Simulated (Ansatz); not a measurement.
Compare A (`BO[SiH2]SC`) with its isomer B (`CS[SiH2]BO`).

Program: Ansatz. Geometries: PBE0-D4/def2-TZVP. ΔE: electronic, gas phase. CCSD(T)/CBS is the MP2 limit (def2-TZVPP, def2-QZVPP) plus CCSD(T) − MP2 in def2-TZVPP, frozen cores. DFT in def2-TZVPP. B3LYP here is the variant with VWN-RPA as its local correlation; programs differ in this. Each species was taken in one conformer, which may not be the lowest.

A:

```xyz
12

B    -1.0272    1.2742    1.4374
O    -1.2964    1.0254    0.1411
Si   -0.2783    0.7900   -1.1492
S    -0.0237   -1.2549   -1.5954
C     0.9373   -1.7597   -0.1373
H     0.1147    1.3868    1.8053
H    -1.9481    1.3737    2.1979
H    -0.9088    1.4074   -2.3346
H     1.0298    1.4044   -0.8049
H     1.2567   -2.7863   -0.3122
H     0.3257   -1.7304    0.7640
H     1.8185   -1.1306   -0.0121
```

B:

```xyz
12

C     0.437   -1.778    0.785
S    -1.129   -0.993    1.262
Si   -1.240    0.514   -0.250
B     0.404    1.705   -0.151
O     1.347    1.731   -1.118
H     0.602   -2.599    1.483
H     1.274   -1.083    0.861
H     0.381   -2.185   -0.225
H    -2.505    1.246    0.027
H    -1.345   -0.128   -1.601
H     0.625    2.398    0.802
H     1.149    1.173   -1.876
```

Problem. Which is lower in electronic energy at CCSD(T)/CBS, and by how much? (An estimate is asked.)

Solution. Ansatz gave: A, by 27.9 kcal/mol.

Problem. Give E(B) − E(A) in kcal/mol with ωB97M-V, CCSD(T)/def2-TZVPP, PBE-D4, PBE0-D4, B3LYP-D4, MP2/def2-TZVPP, HF/def2-TZVPP. (An estimate is asked.)

Solution. The calculation gave: ωB97M-V 28.1, CCSD(T)/def2-TZVPP 27.6, PBE-D4 22.1, PBE0-D4 24.2, B3LYP-D4 27.8, MP2/def2-TZVPP 29.4, HF/def2-TZVPP 33.4. None reverses the order clearly.

Largest T1 diagnostic: 0.013.

From PBE to PBE0 (25 % exact exchange), in def2-TZVPP and without D4, E(B) − E(A) moves by +2.1 kcal/mol. In def2-TZVPP, CCSD(T) changes the Hartree–Fock value by −5.8 kcal/mol (the triples alone add −0.7 kcal/mol) and MP2 by −4.0 kcal/mol.
